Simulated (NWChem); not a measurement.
System: CH7FSi2; SMILES [SiH2](C[SiH3])F

The following NWChem deck was run.

```
start job
memory heap 200 mb stack 900 mb global 1100 mb
geometry units angstroms noautoz
  Si    -0.341046    -1.806011    -0.040908
  C      0.849365    -0.429676     0.465892
  Si     0.453177     1.254621    -0.226544
  F     -1.154493     1.502073    -0.107870
  H     -0.526762    -1.801748    -1.524355
  H      0.210355    -3.135632     0.363414
  H     -1.668397    -1.619823     0.613786
  H      0.879286    -0.381632     1.567840
  H      1.865568    -0.702700     0.129362
  H      0.812101     1.329829    -1.671035
  H      1.128916     2.345284     0.532317
end
basis spherical
  * library def2-svp
end
dft
  xc xcamb88 1.00 lyp 0.81 vwn_5 0.19 hfexch 1.00
  cam 0.33 cam_alpha 0.19 cam_beta 0.46
  iterations 150
  mulliken
end
task dft energy
```

Geometry: optimised at PBE0/def2-SVP.

Give the results of this calculation. (CAM-B3LYP/def2-SVP.) Quantities: energy (Ha); highest occupied level (eV); orbital gap (eV); dipole (D).


```
Quantity                       Value
---------------------------  -------
energy (Ha)                  -720.87
highest occupied level (eV)   -10.23
orbital gap (eV)               11.99
dipole (D)                      1.96
```
